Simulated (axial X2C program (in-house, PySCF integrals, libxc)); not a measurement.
**SiSb⁻: from Re and ωe to a spectrum**

A bond curve at the PBE0 level, with spin–orbit coupling, was computed with an axial X2C code built on PySCF integrals (basis Sb dyall-acv3z [12s13p9d5f1g], Si dyall-av3z [9s8p3d2f] (cores contracted in-house)) for the state Ω = 0 (closed shell). Its fit gives Re = 2.3062 Å, ωe = 464.8 cm⁻¹, ωexe = 1.13 cm⁻¹ and αe = 4.858e-04 cm⁻¹; the masses are 120.9038 and 27.9769 u. Two-component means X2C with spin–orbit coupling and atomic mean-field Coulomb and Gaunt terms.

Problem. Find the reduced mass, Be and the force constant.

Solution. From the PBE0 values: μ = 22.7196 u. Be = 16.8576/(μ Re²) = 0.1395 cm⁻¹. k = 5.8918×10⁻⁷ μ ωe² = 2.89 mdyn/Å.

Problem. Estimate the centrifugal constant by the Kratzer relation.

Solution. D = 4Be³/ωe² = 5.03e-08 cm⁻¹.

Problem. Estimate De from a Morse curve and compare with the computed well depth of 3.955 eV to Sb + Si-.

Solution. De(Morse) = ωe²/(4ωexe) = 5.926 eV against 3.955 eV computed, a ratio of 1.50. The extrapolation overshoots: the well softens faster than a Morse curve, or the lowest atomic limit lies below the one to which the curve heads.

Problem. Where do the fundamental and the first overtone lie?

Solution. ν(1←0) = ωe − 2ωexe = 462.5 cm⁻¹; ν(2←0) = 2ωe − 6ωexe = 922.8 cm⁻¹.

Problem. A Morse curve ties αe to the other constants (Pekeris). How well does that hold?

Solution. αe(Morse) = 6Be²/ωe × (√(ωexe/Be) − 1) = 4.638e-04 cm⁻¹; the PBE0 curve gives 4.858e-04 cm⁻¹, a ratio of 0.95.

Occupations by symmetry block were frozen at the best pattern of an incomplete PBE0 search. De is counted from the lowest determinant-based energies of the atoms at the same level, without counterpoise correction. Without a current term, density functionals place determinants with orbital angular momentum somewhat too high.
